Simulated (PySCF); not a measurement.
F2OS, SMILES FS(F)=O. The structure is a stationary point at PBE-D3(BJ)/def2-TZVP.

The numbers are results of PBE-D3(BJ)/def2-TZVP run with PySCF, not measurements.

Harmonic wavenumbers (cm⁻¹): 331, 362, 480, 684, 750, 1288. Rotational constants (GHz): 8.097, 8.028, 4.705; symmetry number 1.

### Question
Work out the zero-point energy and the ideal-gas rigid-rotor harmonic-oscillator thermochemistry at 298.15 K and 1 atm.

### Answer
ZPE = ½ Σ hcν = ½ × 3894 cm⁻¹ = 23.29 kJ/mol. H − E(el) = 36.35 kJ/mol. Entropy in J/(mol K): translation 164.31, rotation 102.37, vibration 15.42, total 282.10. G − E(el) = -47.76 kJ/mol. Cp = 59.24 J/(mol K).
